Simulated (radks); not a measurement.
Task: Method: Dirac Kohn-Sham, BLYP, spin-unpolarised, spherical densities, finite nucleus; open shells fill j = l - 1/2 first; Fermi nuclear charge, rms radius of each element as measured or else 0.836 A^(1/3) + 0.57 fm; computed with a radial shooting solver on a logarithmic mesh with Libxc functionals. Each species is in its NIST ground configuration. Rank V2+, Cr2+, Zn2+, Fe2+, Mn2+, Co2+, Ni2+, Ti2+, Sc2+, Cu2+ by radius at which the density is 0.001 e/bohr^3 (bohr), largest first.

Result: Ti2+ 3.17, V2+ 3.17, Cr2+ 3.15, Sc2+ 3.12, Mn2+ 3.11, Fe2+ 3.07, Co2+ 3.03, Ni2+ 2.99, Cu2+ 2.94, Zn2+ 2.90.
